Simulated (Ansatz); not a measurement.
Start from `[CH3][Ge]([CH3])([CH3])[CH3]` and change one atom or group to get `[CH3][Ge]([CH3])([CH3])[Br]`.

Ansatz, PBE0-D4/def2-TZVP geometries, multiplicity 1. 

Scalar relativity is left out up to krypton.

```tsv
property	`[CH3][Ge]([CH3])([CH3])[CH3]`
HOMO–LUMO gap (PBE0/def2-TZVPP) / eV	8.92
size of the dipole moment (PBE/def2-TZVPP) / D	0.00
HOMO energy (B3LYP/def2-TZVPP) / eV	-7.85
HOMO–LUMO gap (ωB97M-V/def2-TZVPP) / eV	12.48
HOMO energy (PBE0/def2-TZVPP) / eV	-8.07
HOMO energy (ωB97M-V/def2-TZVPP) / eV	-10.29
```

(1) What does the change do to each property? (An estimate is asked.)

## Answers

(1) The calculation gave: 
```csv
property,`[CH3][Ge]([CH3])([CH3])[Br]`,shift
HOMO–LUMO gap (PBE0/def2-TZVPP) / eV,8.21,-0.71
size of the dipole moment (PBE/def2-TZVPP) / D,2.85,2.85
HOMO energy (B3LYP/def2-TZVPP) / eV,-7.48,0.37
HOMO–LUMO gap (ωB97M-V/def2-TZVPP) / eV,12.10,-0.38
HOMO energy (PBE0/def2-TZVPP) / eV,-7.73,0.34
HOMO energy (ωB97M-V/def2-TZVPP) / eV,-9.95,0.34
```

With PBE0 the HOMO rises by 0.34 eV and the LUMO falls by 0.37 eV, so the gap narrows by about 0.71 eV. PBE moves the HOMO by 0.34 eV and ωB97M-V by 0.34 eV.

B3LYP here is the variant with VWN-RPA as its local correlation; programs differ in this.

Spin–orbit coupling is left out; it splits and shifts lone-pair levels of the heavy atoms by tenths of an eV.
